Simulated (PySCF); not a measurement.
Bond curve of PSe

Set-up: PySCF, no relativity, basis sets P def2-SVP, Se def2-SVP. Energies in eV from P + Se in their ground configurations at the same level. State: ²Π (doublet), unpaired electrons π ↑.

```
R (Å)  LC-ωPBE     PBE
1.758   -1.718  -2.232
1.840   -2.641  -3.279
1.921   -3.104  -3.874
1.983   -3.229  -4.104
2.044   -3.215  -4.195
2.105   -3.109  -4.180
2.187   -2.898  -4.039
2.289   -2.585  -3.735
2.412   -2.180  -3.268
2.575   -1.635  -2.622
```

**Question.** Put a parabola through the three lowest points of the PBE curve and estimate Re, k and ωe (reduced mass 22.32 u; 1 eV/Å² = 0.16022 mdyn/Å; ωe = 1302.8·√(k/μ) cm⁻¹).

**Answer.** Through R = 1.983, 2.044, 2.105 Å the second-order coefficient is 14.2 eV/Å², so Re ≈ 2.066 Å, k ≈ 4.56 mdyn/Å and ωe ≈ 589 cm⁻¹. A polynomial fit of higher order to the unrounded PBE energies gives Re = 2.064 Å, k = 4.09 mdyn/Å, ωe = 558 cm⁻¹; anharmonicity and rounding make the difference.

The higher-order fit for each curve: PBE: Re = 2.064 Å, ωe = 558 cm⁻¹, De = 4.20 eV. LC-ωPBE gave no clean fit.

⟨S²⟩ of the unrestricted solution departs from its pure value on part of the curve, where spin states mix. Spin–orbit coupling is left out. The state is the lowest determinant that a PBE0 search found; another state may lie lower at other levels.
